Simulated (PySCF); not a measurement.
Species: TeCl₂.
Structure used (PBE0-D3(BJ)/def2-SVP), in Å, numbered top down from 1:
```
atom  x, y, z in Å
Te1    0.0022   -0.0065   -1.0247
Cl2    1.7848   -0.0091    0.5162
Cl3   -1.7870    0.0156    0.5085
```

Level of theory: PBE0-D3(BJ)/def2-SVP geometry optimisation, gas phase, def2 core potentials past Kr (PySCF).

Masses are those of the commonest isotopes; rigid-rotor values at the optimised geometry. 

Task: What are A, B and C (MHz)?

Result: Ia = 107.41, Ib = 223.08, Ic = 330.49 u·Å²; 505379 MHz·u·Å²/I gives A = 4705, B = 2265, C = 1529 MHz.

Task: What kind of rotor is it?

Result: An asymmetric top. Ray's parameter κ = (2B − A − C)/(A − C) = -0.536; −1 is the prolate and +1 the oblate limit.

Task: List the rotational levels J(Ka,Kc) to J = 3 (MHz).

Result: Above 0(0,0):
J = 1: 1(0,1) 3795, 1(1,1) 6234, 1(1,0) 6971
J = 2: 2(0,2) 11241, 2(1,2) 13087, 2(1,1) 15296, 2(2,1) 22615, 2(2,0) 22758
J = 3: 3(0,3) 22085, 3(1,3) 23285, 3(1,2) 27684, 3(2,2) 33999, 3(2,1) 34681, 3(3,1) 48120, 3(3,0) 48138
Those of J = 1 are B + C, A + C and A + B.

Task: Which lines would a microwave search look for?

Result: The dipole components are |μa| = 0.00 D, |μb| = 2.25 D, |μc| = 0.00 D; the symmetry axis of this C2v structure is b, so μa and μc vanish by symmetry and there are no a-type or c-type lines. Some lines, for components of 0.1 D or more:

| type | branch | J(Ka,Kc) | MHz | lower level (cm⁻¹) |
| --- | --- | --- | --- | --- |
| b | Q | 1(1,0) ← 1(0,1) | 3176 | 0.127 |
| b | Q | 2(1,1) ← 2(0,2) | 4055 | 0.375 |
| b | R | 2(0,2) ← 1(1,1) | 5007 | 0.208 |
| b | R | 1(1,1) ← 0(0,0) | 6234 | 0.000 |
| b | Q | 2(2,0) ← 2(1,1) | 7462 | 0.510 |
| b | R | 2(1,2) ← 1(0,1) | 9293 | 0.127 |
| b | Q | 2(2,1) ← 2(1,2) | 9528 | 0.437 |
| b | R | 2(2,1) ← 1(1,0) | 15644 | 0.233 |
| b | R | 2(2,0) ← 1(1,1) | 16524 | 0.208 |

Atoms past krypton carry def2 core potentials. No PBE0-D3(BJ)/def2-SVP frequencies stand behind this structure, so it isn't proved a minimum. No vibrational averaging or centrifugal distortion is included, and the geometry carries the error of its method. Quadrupole hyperfine structure (35Cl) is left out.

Hardware: an Arm Neoverse N1 with one thread (shared host). Cost: 9.4 s of wall time. This is the geometry optimisation.
